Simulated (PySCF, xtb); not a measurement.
Zn(F)(GeH3) (FGeH3Zn), SMILES [F][Zn][GeH3].

Harmonic wavenumbers (cm⁻¹) from xtb with GFN2-xTB at its own minimum, in rising order: 19, 62, 227, 403, 412, 429, 807, 873, 886, 1985, 2051, 2087.

Question: What does PBE0-D3(BJ)/def2-SVP run with PySCF 2.14.0 give at its own minimum? (An estimate is asked for; the answer gives what the named calculation found.)

Answer: 105, 105, 244, 428, 428, 688, 793, 888, 888, 2143, 2151, 2151. Paired by order, the mean absolute difference is 67 cm⁻¹ and the zero-point energies are 14.6 and 15.7 kcal/mol.
